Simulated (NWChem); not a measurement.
# Si2H5O2Cl; SMILES O[SiH2][Si@@H](O)Cl

```xyz
10

O      0.9758    -2.3659    -0.0614
Si    -0.5035    -1.7127     0.3522
Si    -0.4431     0.5151    -0.3712
O     -1.4894     1.4402     0.5216
Cl     1.5517     1.0507     0.0202
H      1.7190    -1.7604     0.0464
H     -0.7562    -1.7094     1.8272
H     -1.5543    -2.5236    -0.3225
H     -0.6225     0.7729    -1.8314
H     -1.5895     2.3658     0.2759
```
Atoms are numbered in this order, from 1.

Level: PBE0/def2-SVP (NWChem), optimised geometry, unscaled harmonic frequencies. 

Q: List the harmonic frequencies with IR intensities, and the thermochemistry.

A: 
```tsv
frequency (cm⁻¹)	IR intensity (km/mol)
44	2.4
89	4.1
168	7.0
217	9.0
229	6.9
316	136.9
335	89.9
422	41.6
518	52.4
534	36.7
711	132.5
728	111.3
806	204.4
819	50.2
847	57.8
882	314.2
922	138.1
944	69.8
961	36.6
2217	115.5
2226	117.4
2261	108.8
3882	91.5
3914	126.6
```

The zero-point energy comes out as 35.7 kcal/mol and the thermal correction to the enthalpy at 298.15 K (with zero-point energy) is 41.4 kcal/mol. The heat capacity Cv is 27.7 cal/(mol K) and the entropy at 298.15 K and 1 atm (symmetry number 1) comes out as 90.1 cal/(mol K). The dipole moment is 2.10 D.

Rigid rotor and harmonic oscillator; modes under 100 cm⁻¹ make the entropy uncertain.
